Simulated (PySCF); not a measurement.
Species: C2H7BFP.
Numbering: `[CH2:1]=[CH:2][B@@H-:3]([F:4])[PH3+:5]` (hydrogens: H6, H7 on C1; H8 on C2; H9 on B3; H10, H11, H12 on P5)

Theory: PBE0-D3(BJ)/def2-SVP geometry optimisation, gas phase in PySCF.

Q: List the bond lengths, angles and torsions at this level.

A: 
```json
{"bond": "C1=C2", "length (pm)": "133.7"}
{"bond": "C2–B3", "length (pm)": "158.7"}
{"bond": "B3–F4", "length (pm)": "138.2"}
{"bond": "B3–P5", "length (pm)": "208.5"}
{"bond": "C1–H6", "length (pm)": "109.9"}
{"bond": "C1–H7", "length (pm)": "109.5"}
{"bond": "C2–H8", "length (pm)": "110.1"}
{"bond": "B3–H9", "length (pm)": "123.4"}
{"bond": "P5–H10, P5–H11, P5–H12", "length (pm)": "141.7"}
```

Bonds in one row agree within 1 pm and their mean is given. A selection of angles:
```json
{"angle": "C2–C1–H6", "degrees": "122.3"}
{"angle": "C2–C1–H7", "degrees": "122.8"}
{"angle": "H6–C1–H7", "degrees": "114.9"}
{"angle": "C1–C2–B3", "degrees": "129.1"}
{"angle": "C1–C2–H8", "degrees": "116.4"}
{"angle": "B3–C2–H8", "degrees": "114.4"}
{"angle": "C2–B3–F4", "degrees": "116.7"}
{"angle": "C2–B3–P5", "degrees": "108.3"}
{"angle": "C2–B3–H9", "degrees": "115.2"}
{"angle": "F4–B3–P5", "degrees": "105.5"}
{"angle": "F4–B3–H9", "degrees": "113.7"}
{"angle": "P5–B3–H9", "degrees": "94.1"}
{"angle": "B3–P5–H10", "degrees": "115.1"}
{"angle": "B3–P5–H11", "degrees": "126.6"}
{"angle": "B3–P5–H12", "degrees": "111.6"}
{"angle": "H10–P5–H11", "degrees": "100.0"}
```

Torsions: C1–C2–B3–F4 -113° (anticlinal).

Of the pairs four or more bonds apart, P5···H6 is among the closest relative to their van der Waals radii: 2.75 Å, 92 % of the sum of Bondi's values. B3 (four-coordinate boron) has angles from 94.1° to 116.7°. P5 (phosphorus bonded to B and 3 H) has angles from 99.3° to 126.6°.

Point group: C1 (no symmetry element, even within 0.4 Å). Not checked by PBE0-D3(BJ)/def2-SVP frequencies. One conformer, not necessarily the lowest.

Hardware: one thread, Arm Neoverse V2 (aarch64), on a shared host. Cost: 49 s of wall time, 0.46 GiB resident at most. These figures are those of the optimisation.
